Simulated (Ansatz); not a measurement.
**Two structures of GaH3Si2Zn**

Structure a is a triplet given by its coordinates and structure b is a singlet given by its coordinates. Both are isolated molecules in the gas phase, relaxed with BLYP-D3(BJ)/def2-SVP.

a (Å):

```yaml
atoms:
  - { symbol: Ga, position_ang: [0.4722, -1.7678, -0.6325] }
  - { symbol: Si, position_ang: [-2.1777, 0.1676, -0.7712] }
  - { symbol: Si, position_ang: [-1.8239, -2.1763, -1.3412] }
  - { symbol: Zn, position_ang: [-2.4894, -2.6984, 1.2280] }
  - { symbol: H, position_ang: [-1.0559, 0.8961, -0.0682] }
  - { symbol: H, position_ang: [-2.4547, 0.9438, -2.0304] }
  - { symbol: H, position_ang: [-3.3739, 0.3148, 0.1330] }
```

Close contacts (Å): Ga1–Si3 2.44, Si2–Si3 2.44, Si3–Zn4 2.70, Si2–H5 1.51, Si2–H6 1.50, Si2–H7 1.51.

b (Å):

```json
{"atom": "Ga", "x (Å)": "-0.2622", "y (Å)": "1.7118", "z (Å)": "0.3974"}
{"atom": "Si", "x (Å)": "-0.5570", "y (Å)": "-0.6257", "z (Å)": "1.0558"}
{"atom": "Si", "x (Å)": "0.7565", "y (Å)": "1.1357", "z (Å)": "-1.7510"}
{"atom": "Zn", "x (Å)": "0.3670", "y (Å)": "-1.1808", "z (Å)": "-1.1235"}
{"atom": "H", "x (Å)": "0.7486", "y (Å)": "-0.6789", "z (Å)": "1.8693"}
{"atom": "H", "x (Å)": "-0.6833", "y (Å)": "3.0863", "z (Å)": "1.0603"}
{"atom": "H", "x (Å)": "2.1987", "y (Å)": "1.2664", "z (Å)": "-1.2295"}
```

Close contacts (Å): Ga1–Si2 2.45, Ga1–Si3 2.45, Si2–Zn4 2.43, Si3–Zn4 2.43, Ga1–H6 1.58, Si2–H5 1.54, Si3–H7 1.54.

Question: Which of the two would you expect CCSD(T)/def2-SVP electronic energies to favour?

Answer: Structure a; the calculation gives E(b) − E(a) = +4.9 kcal/mol.

How the difference moves with the method:

| level | geometry | E(b) − E(a) (kcal/mol) | departure from the last row (kcal/mol) | job, with rough time for the two |
| --- | --- | --- | --- | --- |
| BLYP-D3(BJ)/def2-SVP | BLYP-D3(BJ)/def2-SVP | +10.5 | +5.5 | optimisation, 68 s |
| HF/def2-SVP | BLYP-D3(BJ)/def2-SVP | +30.3 | +25.3 | part of the CCSD(T) run |
| MP2/def2-SVP | BLYP-D3(BJ)/def2-SVP | −0.4 | −5.3 | part of the CCSD(T) run |
| CCSD(T)/def2-SVP | BLYP-D3(BJ)/def2-SVP | +4.9 |  | single point, 60 s |

MP2/def2-SVP finds them nearly level. The largest departure from CCSD(T)/def2-SVP is that of HF/def2-SVP, 25.3 kcal/mol. At CCSD(T)/def2-SVP a singlet with the links of a lies below this triplet. Levels run at GFN2-xTB geometries aren't shown.

With harmonic frequencies from BLYP-D3(BJ)/def2-SVP (ideal gas, rigid rotor, one conformer each, 298.15 K, 1 atm): on the last row, ΔE + ΔZPE = +3.0 kcal/mol. A mode under 50 cm⁻¹ makes harmonic enthalpies and free energies unreliable, so none is given.

Open shells are spin-unrestricted. The correlated steps freeze 24 core orbitals; the filled d shell of Ga is correlated; the last core shell of Zn is correlated, in a basis made for valence electrons. ΔG holds the spin degeneracy. Run with Ansatz 0.2.0; the last row on 2 threads of Intel(R) Xeon(R) 6975P-C (Granite Rapids) on a shared host.
